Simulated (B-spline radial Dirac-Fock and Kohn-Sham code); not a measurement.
**Binding energies of Eu⁵⁷⁺ at several levels of theory**

System: the Eu⁵⁷⁺ ion in the configuration [He] 2s2 2p2.

The density-functional columns are spherical, spin-unpolarised Dirac-Kohn-Sham results without Breit or QED terms: −ε is minus the orbital energy of the initial state and ΔSCF the difference of two total energies. The reference in the last column comes from Dirac-Fock (average of configuration) total-energy differences with a finite nucleus, the Breit interaction including its frequency dependence, and self-energy and vacuum-polarisation corrections. All numbers are from an atomic code on a B-spline grid, in eV; a selection of levels is shown. The Kohn-Sham columns are given as differences from the reference. For the 1s level of heavy atoms much of the gap between ΔSCF and the reference is the Breit and QED part, -184.3 eV here; for other levels the error of the functional can be larger.

```csv
level,LDA −ε − DF,LDA ΔSCF − DF,Dirac-Fock
1s,-316.4,+195.5,54286.2
2s,-103.3,+22.9,12940.4
2p,-138.8,+6.8,12273.3
```

Values without a named source are computed, but for edge energies of neutral atoms, which are taken from tables.
